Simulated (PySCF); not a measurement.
All values below come from PBE0-D3(BJ)/def2-TZVP // PBE0-D3(BJ)/def2-SVP in PySCF. Isolated molecules, 0 K electronic values unless said otherwise. One relaxed conformer stands for a flexible species; it need not be the lowest. Delta-SCF ions had no search for a lower state. Excitations are Tamm–Dancoff values on a coarser integration grid. The basis has no diffuse functions, so Rydberg states are missing or too high.

Reference species (SMILES): `C=C(F)c1ccc([SiH3])cc1` (F–C–C–C torsion 5°) (neutral, multiplicity 1).

```json
{
 "brightest of the four lowest singlets (TDA)": "5.04 eV",
 "vertical ionisation energy (Delta-SCF)": "8.44 eV"
}
```

Changed species: `C=Cc1ccc(F)c([SiH3])c1` (C–C–C–C torsion 1°).

### Question
Give the shifts of the brightest of the four lowest singlets (TDA) and vertical ionisation energy (Delta-SCF).

### Answer
the brightest of the four lowest singlets (TDA) rises by 1.09 eV, to 6.13 eV; the vertical ionisation energy (Delta-SCF) falls by 0.17 eV, to 8.27 eV.
